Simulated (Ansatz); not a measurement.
Basis-set extrapolation for `[PH2][Al]1[BH][CH2]1` (PBE0-D4/def2-TZVP geometry, frozen core, the Gaussian-basis code of Ansatz). Multiplicity 1, RHF reference.

```csv
,def2-TZVPP,def2-QZVPP
HF,-648.089551,-648.108997
MP2 correlation,-0.509285,-0.543135
CCSD(T) correlation,-0.583127,not run
```

Energies in hartree. Use E(X) = E(∞) + A·exp(−7.88·√X) for Hartree–Fock and E(X) = E(∞) + B·X^(−2.97) for correlation, with X = 3 and 4, and add CCSD(T) minus MP2 of the smaller set to the MP2 limit.

Task: What is the CCSD(T) energy at the basis-set limit?

Result: HF limit: -648.108997 + (-0.019446) × 0.13774 = -648.11168. MP2 limit: -0.543135 + (-0.033850) × 0.74074 = -0.56821. Higher-order term: -0.583127 − (-0.509285) = -0.07384. Total: -648.75373 hartree, 212.8 kJ/mol below CCSD(T)/def2-TZVPP.
